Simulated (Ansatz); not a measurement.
`[F][Ge]([F])([Cl])[Cl]` and `[F][Ge]([Cl])([Cl])[Cl]` differ in one atom or group.

Ansatz, PBE0-D4/def2-TZVP geometries, multiplicity 1. 

Scalar relativity is left out up to krypton.

```tsv
property	`[F][Ge]([F])([Cl])[Cl]`
LUMO energy (B3LYP/def2-TZVPP) / eV	-2.24
ideal-gas entropy at 298 K and 1 bar (rigid rotor, harmonic PBE0-D4/def2-TZVP) / J/(mol·K)	341
LUMO energy (PBE0/def2-TZVPP) / eV	-1.89
HOMO–LUMO gap (PBE/def2-TZVPP) / eV	5.70
HOMO energy (PBE0/def2-TZVPP) / eV	-10.14
HOMO energy (ωB97M-V/def2-TZVPP) / eV	-12.41
```

**Question.** What does the change do to each property? (Estimate.)

**Answer.** Computed: 
| property | `[F][Ge]([Cl])([Cl])[Cl]` | shift |
| --- | --- | --- |
| LUMO energy (B3LYP/def2-TZVPP) / eV | -2.38 | -0.14 |
| ideal-gas entropy at 298 K and 1 bar (rigid rotor, harmonic PBE0-D4/def2-TZVP) / J/(mol·K) | 349 | 8 |
| LUMO energy (PBE0/def2-TZVPP) / eV | -2.05 | -0.16 |
| HOMO–LUMO gap (PBE/def2-TZVPP) / eV | 5.28 | -0.42 |
| HOMO energy (PBE0/def2-TZVPP) / eV | -9.82 | 0.32 |
| HOMO energy (ωB97M-V/def2-TZVPP) / eV | -12.08 | 0.33 |

With PBE0 the HOMO rises by 0.32 eV and the LUMO falls by 0.16 eV, so the gap narrows by about 0.48 eV. PBE moves the HOMO by 0.30 eV and ωB97M-V by 0.33 eV.

B3LYP here is the variant with VWN-RPA as its local correlation; programs differ in this.
